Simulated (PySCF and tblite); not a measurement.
Values are calculated unless marked as measured or tabulated.
Conformer ensemble of C6H11F, numbered as in [F:1][CH:2]1[CH2:3][CH2:4][CH2:5][CH2:6][CH2:7]1

Conformers came from 90 starts (ETKDG and KDG, MMFF94s, GFN2-xTB); geometries are PBE0-D3(BJ)/def2-SVP. Energies: PBE0-D3(BJ)/def2-TZVP, with GFN2-xTB thermal terms (modes under about 100 cm⁻¹ blended into free rotors). Symmetry numbers and mirror images are counted. Conformers within 4 kcal/mol (GFN2-xTB free energy) were kept, 5 at most. GIAO shieldings: PBE0/pcSseg-1. Shifts are against TMS (¹H), TMS (¹³C), CFCl3 (¹⁹F) at the same level; of two unlike H on one atom, a is the less shielded. Programs: PySCF with density fitting and tblite.

The 6-ring runs over atoms 2–3–4–5–6–7.

```json
{"conformer": "1", "shape": "6-ring chair (all substituents equatorial)", "symmetry": "Cs", "E(GFN2) kcal/mol": "0.00", "E(DFT) kcal/mol": "0.00", "G(298.15 K) kcal/mol": "0.00", "weight %": "63.1", "dipole D": "2.04"}
{"conformer": "2", "shape": "6-ring chair (F1 axial)", "symmetry": "Cs", "E(GFN2) kcal/mol": "0.75", "E(DFT) kcal/mol": "0.30", "G(298.15 K) kcal/mol": "0.32", "weight %": "36.9", "dipole D": "1.68"}
```

Weights (%) against temperature:

```json
{"T (K)": "220", "1": "67.0", "2": "33.0", "S(mix) cal/mol/K": "1.26"}
{"T (K)": "260", "1": "64.7", "2": "35.3", "S(mix) cal/mol/K": "1.29"}
{"T (K)": "298.15", "1": "63.1", "2": "36.9", "S(mix) cal/mol/K": "1.31"}
{"T (K)": "340", "1": "61.7", "2": "38.3", "S(mix) cal/mol/K": "1.32"}
{"T (K)": "380", "1": "60.7", "2": "39.3", "S(mix) cal/mol/K": "1.33"}
```

Averaged shifts at 298.15 K. ¹H: 4.29 (H2, 1H), 1.68 (H4a/H6a, 2H), 1.65 (H3a/H7a, 2H), 1.47 (H3b/H7b, 2H), 1.31 (H5a, 1H), 1.20 (H5b, 1H), 1.19 (H4b/H6b, 2H) ppm. ¹³C: 90.1 (C2), 34.7 (C3/C7), 27.6 (C5), 24.9 (C4/C6) ppm. ¹⁹F: -199.1 (F1) ppm.

Coordinates of conformer 1 (Å):

```xyz
18

F    -2.351   -1.333   -0.395
C    -1.236   -0.529   -0.530
C     0.016   -1.381   -0.471
C     1.271   -0.517   -0.556
C     1.278    0.561    0.523
C     0.007    1.404    0.471
C    -1.243    0.533    0.552
H    -1.303   -0.043   -1.522
H    -0.009   -2.130   -1.278
H     0.003   -1.937    0.483
H     1.318   -0.036   -1.550
H     2.170   -1.150   -0.479
H     2.168    1.203    0.419
H     1.355    0.081    1.515
H     0.001    2.148    1.283
H    -0.009    1.978   -0.473
H    -2.159    1.138    0.468
H    -1.285    0.019    1.529
```

Coordinates of conformer 2 (Å):

```xyz
18

F    -0.325   -1.510   -1.559
C    -0.411   -1.387   -0.177
C    -1.433   -0.311    0.146
C    -0.968    1.063   -0.328
C     0.412    1.406    0.226
C     1.431    0.324   -0.120
C     0.969   -1.049    0.358
H    -0.747   -2.365    0.210
H    -1.587   -0.305    1.239
H    -2.397   -0.582   -0.311
H    -1.704    1.831   -0.042
H    -0.927    1.059   -1.430
H     0.349    1.509    1.325
H     0.747    2.383   -0.158
H     1.566    0.287   -1.214
H     2.416    0.563    0.311
H     0.924   -1.074    1.461
H     1.676   -1.835    0.049
```

Unscaled ¹⁹F shifts at such levels can be off by tens of ppm; differences between conformers or isomers are more reliable. Shifts are unscaled: against experiment ¹³C can be off by 15 ppm or more and ¹H by 0.8 ppm.

Search and properties took 94 s on 1 thread of Arm Neoverse V1, shared host (rough), launched as `OMP_NUM_THREADS=1 python ens_run.py task.json out`.
